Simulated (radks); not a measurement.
Values are calculated unless marked as measured or tabulated.
Species: Yb XIV. Configuration: [Kr] 4d10 4f10 5s1. Code: a radial shooting solver on a logarithmic mesh with Libxc functionals. Model: Dirac Kohn-Sham, BLYP, spin-unpolarised, spherical densities, finite nucleus; open shells fill j = l - 1/2 first; Fermi nuclear charge, rms radius 5.3108 fm.

Spin-orbit splittings of the eigenvalues, e(l+1/2) - e(l-1/2), with zeta = 2 splitting/(2l+1) and mean radii in bohr:

shell  occ.  splitting (eV)  zeta (eV)  <r> j=l-1/2  <r> j=l+1/2
2p        6            1048      698.4      0.06871      0.07621
3p        6           222.4      148.3       0.2060       0.2200
3d       10               ?          ?       0.1934       0.1977
4p        6           51.51      34.34       0.4909       0.5214
4d       10           9.625      3.850       0.5395       0.5496
4f       10           1.784     0.5097       0.6018       0.6072

Estimate the 3d splitting.

Answer. 48.61 eV (zeta = 19.44 eV).
